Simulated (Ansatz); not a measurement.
One change: `OCC1CO1` becomes `[GaH2][CH]1CO1`.

Ansatz, PBE0-D4/def2-TZVP geometries, multiplicity 1. Each molecule was computed in one conformer, which needn't be the lowest.

Scalar relativity is left out up to krypton.

```csv
property,`OCC1CO1`
HOMO–LUMO gap (B3LYP/def2-TZVPP) / eV,8.52
LUMO energy (ωB97M-V/def2-TZVPP) / eV,2.87
HOMO–LUMO gap (ωB97M-V/def2-TZVPP) / eV,13.13
LUMO energy (PBE0/def2-TZVPP) / eV,1.33
HOMO energy (PBE0/def2-TZVPP) / eV,-7.82
zero-point energy (PBE0-D4/def2-TZVP) / kJ/mol,240.1
```

(1) Give the same properties after the change, and the shifts. (An estimate is asked.)

## Answers

(1) Computed: 
```csv
property,`[GaH2][CH]1CO1`,shift
HOMO–LUMO gap (B3LYP/def2-TZVPP) / eV,5.13,-3.39
LUMO energy (ωB97M-V/def2-TZVPP) / eV,-0.02,-2.89
HOMO–LUMO gap (ωB97M-V/def2-TZVPP) / eV,9.64,-3.49
LUMO energy (PBE0/def2-TZVPP) / eV,-1.70,-3.03
HOMO energy (PBE0/def2-TZVPP) / eV,-7.36,0.46
zero-point energy (PBE0-D4/def2-TZVP) / kJ/mol,158.4,-81.7
```

With PBE0 the HOMO rises by 0.46 eV and the LUMO falls by 3.03 eV, so the gap narrows by about 3.49 eV. PBE moves the HOMO by 0.27 eV and ωB97M-V by 0.60 eV. The zero-point energy changes by -81.7 kJ/mol with -6 modes.

B3LYP here is the variant with VWN-RPA as its local correlation; programs differ in this.
